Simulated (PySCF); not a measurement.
## A parent and its derivatives

Computed with TDDFT PBE0/def2-SVPD, vertical, gas phase, core orbitals frozen in the response in PySCF. Geometries: GFN2-xTB; one conformer of each isolated species. Triplets are in the Tamm–Dancoff approximation.

Parent: `N#CC1=N[SiH2]C1`, with lowest singlet excitation energy 3.64 eV, mean static polarisability 69.2 au, lowest triplet energy 3.00 eV, HOMO energy -7.82 eV. Its spectrum: 341 nm (f 0.000); 224 nm (f 0.001); 218 nm (f 0.024); 201 nm (f 0.003); 198 nm (f 0.167).

How do these changes move the values? H on Si replaced by CF3 (`N#CC1=N[Si@H](C(F)(F)F)C1`); H on Si replaced by N=CH2 (`C=N[Si@@H]1CC(C#N)=N1`); H on Si replaced by OSiH3 (`N#CC1=N[Si@@H](O[SiH3])C1`); H on Si replaced by NHCHO (`N#CC1=N[Si@@H](NC=O)C1`); H on Si replaced by allyl (`C=CC[Si@@H]1CC(C#N)=N1`).

```csv
change,SMILES,Δ S1 (eV),Δ α (au),Δ T1 (eV),Δ HOMO (eV)
H on Si replaced by CF3,N#CC1=N[Si@H](C(F)(F)F)C1,-0.02,+14.1,0.00,-0.50
H on Si replaced by N=CH2,C=N[Si@@H]1CC(C#N)=N1,-0.19,+19.7,-0.11,+0.38
H on Si replaced by OSiH3,N#CC1=N[Si@@H](O[SiH3])C1,-0.12,+25.7,-0.08,+0.09
H on Si replaced by NHCHO,N#CC1=N[Si@@H](NC=O)C1,-0.03,+20.8,-0.02,+0.03
H on Si replaced by allyl,C=CC[Si@@H]1CC(C#N)=N1,-0.03,+35.2,-0.01,+0.17
```

S1 falls most with H on Si replaced by N=CH2 (-0.19 eV); all changes lower it. S1 is simply the lowest singlet of each species and needn't be the same kind of state throughout. Over these 5 changes the shifts of S1 and of the HOMO–LUMO gap correlate with r = 0.97.
